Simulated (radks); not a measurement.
Coulomb parameter of the 4d shell of neutral niobium in the model configuration [Kr] 4d3.5 5s1.5, as a second difference U = [E(n + 0.25) + E(n - 0.25) - 2 E(n)] / (0.25)^2 with all orbitals relaxed. "Bare": the charge of the atom changes with n. "Screened": the 5s shell takes up the change at fixed total charge, which measures U(4d,4d) + U(5s,5s) - 2 U(4d,5s). Calculated with a radial shooting solver on a logarithmic mesh with Libxc functionals: scalar-relativistic Kohn-Sham, BLYP, spin-unpolarised, spherical densities, finite nucleus; Fermi nuclear charge, rms radius 4.324 fm.

| case | configuration | E - E(n) (eV) |
|---|---|---|
| start | [Kr] 4d3.5 5s1.5 | 0.000 |
| bare +0.25 | [Kr] 4d3.75 5s1.5 | -0.680 |
| bare -0.25 | [Kr] 4d3.25 5s1.5 | 1.151 |
| screened +0.25 | [Kr] 4d3.75 5s1.25 | 0.175 |
| screened -0.25 | [Kr] 4d3.25 5s1.75 | -0.118 |

U(bare) = 7.540 eV, U(screened by 5s) = 0.910 eV, against the Slater integral F0(4d,4d) = 11.754 eV with frozen orbitals. The step up makes a negative ion, whose loosely bound charge lowers the bare value.
